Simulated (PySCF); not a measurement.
## UHF on Zn²⁺ (zinc, charge +2)

Configuration: [Ar] 3d9 4p1, one real determinant (an excited configuration). Computed with PySCF 2.14 in x2c-QZVPPall (11s7p6d4f2g, 108 functions), with scalar relativity by spin-free X2C-1e.

- Total energy: -1792.847034 hartree
- One-electron energy: -2471.7408 hartree
- Hartree (Coulomb) energy: 748.7499 hartree
- Exchange energy: -69.8561 hartree
- ⟨S²⟩: 2.0009
- ⟨L²⟩: 8.013
- Sum of ⟨r⟩: 17.29 bohr
- Sum of ⟨r²⟩: 20.41 bohr²
- Traceless quadrupole moment −½Σ⟨3z² − r²⟩ along its main axis: -2.93 e·bohr²
- Langevin diamagnetic susceptibility: -16.2 ×10⁻⁶ cm³/mol

```json
{"shell": "1s α", "electrons": "1", "mean orbital energy (eV)": "-9761.3", "spread (eV)": "0", "rms radius, mean of both spins (bohr)": "0.0580"}
{"shell": "1s β", "electrons": "1", "mean orbital energy (eV)": "-9761.2", "spread (eV)": "0", "rms radius, mean of both spins (bohr)": "0.0580"}
{"shell": "2s α", "electrons": "1", "mean orbital energy (eV)": "-1265.9", "spread (eV)": "0", "rms radius, mean of both spins (bohr)": "0.244"}
{"shell": "2s β", "electrons": "1", "mean orbital energy (eV)": "-1264.6", "spread (eV)": "0", "rms radius, mean of both spins (bohr)": "0.244"}
{"shell": "2p α", "electrons": "3", "mean orbital energy (eV)": "-1097.4", "spread (eV)": "1.436", "rms radius, mean of both spins (bohr)": "0.219"}
{"shell": "2p β", "electrons": "3", "mean orbital energy (eV)": "-1096.1", "spread (eV)": "0.191", "rms radius, mean of both spins (bohr)": "0.219"}
{"shell": "3s α", "electrons": "1", "mean orbital energy (eV)": "-190.04", "spread (eV)": "0", "rms radius, mean of both spins (bohr)": "0.727"}
{"shell": "3s β", "electrons": "1", "mean orbital energy (eV)": "-186.81", "spread (eV)": "0", "rms radius, mean of both spins (bohr)": "0.727"}
{"shell": "3p α", "electrons": "3", "mean orbital energy (eV)": "-137.85", "spread (eV)": "2.707", "rms radius, mean of both spins (bohr)": "0.766"}
{"shell": "3p β", "electrons": "3", "mean orbital energy (eV)": "-133.99", "spread (eV)": "2.265", "rms radius, mean of both spins (bohr)": "0.766"}
{"shell": "3d α", "electrons": "5", "mean orbital energy (eV)": "-52.439", "spread (eV)": "2.875", "rms radius, mean of both spins (bohr)": "0.918"}
{"shell": "3d β", "electrons": "4", "mean orbital energy (eV)": "-50.627", "spread (eV)": "1.505", "rms radius, mean of both spins (bohr)": "0.918"}
{"shell": "4p α", "electrons": "1", "mean orbital energy (eV)": "-21.728", "spread (eV)": "0", "rms radius, mean of both spins (bohr)": "2.80"}
```

⟨L²⟩ = 8.01 against 12 for a pure F term, so this real determinant mixes terms.

Densities and radii are taken from the X2C orbitals without a picture-change correction, which distorts them close to the nucleus.

Spin-orbit constants ζ (cm⁻¹) from the X2C one-electron operator on these orbitals: bare nucleus, nucleus screened by l(l+1)(2l+1)/3 electrons, and screened by the Breit-Pauli mean field of the electrons.

```tsv
shell	bare	screened nucleus	mean field
2p	133600	124700	n/a
3p	17330	16180	n/a
3d	1819	1213	n/a
4p	992.9	926.7	n/a
```

To first order the Landé constant is A = -249.7 cm⁻¹, so the lowest level has J = 4 and lies 0.0929 eV below the centre of the term. This holds in LS coupling only.
